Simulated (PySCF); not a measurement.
Ionisation energy of Xe²⁺ by level of theory

Xe²⁺ [Kr] 4d10 5s2 5p4 (3P) → Xe³⁺ [Kr] 4d10 5s2 5p3 (4S), as a difference of total energies. All numbers are calculated (PySCF 2.14, a scalar-relativistic core potential, in aug-cc-pwCVTZ-PP with ECP28MDF (8s7p6d4f1g, 96 functions)). Correlated levels: valence: 4s2 4p6 4d10 frozen; valence and next inner shell: nothing frozen outside the core potential. The calculations carry no spin-orbit coupling.

```tsv
method	ionisation energy (eV)	difference from reference (eV)
UHF	29.381	-1.669
LDA	30.830	-0.220
PBE	30.500	-0.550
PBE0	30.521	-0.529
r2SCAN	30.538	-0.512
wB97X-V	30.674	-0.376
PBEsol	30.505	-0.545
revPBE	30.410	-0.640
B97-3	30.480	-0.570
MP2 (valence)	30.052	-0.998
SCS-MP2 (valence)	30.127	-0.923
MP2 (valence and next inner shell)	30.267	-0.783
SCS-MP2 (valence and next inner shell)	30.281	-0.769
```

Reference: 31.05 ± 0.04 eV (semi-empirical (NIST evaluation); NIST Atomic Spectra Database, ionization energies).

The reference lies between the lowest fine-structure levels, while these numbers refer to the centres of the terms.

Errors of the correlated levels include the incompleteness of this basis and the frozen core.
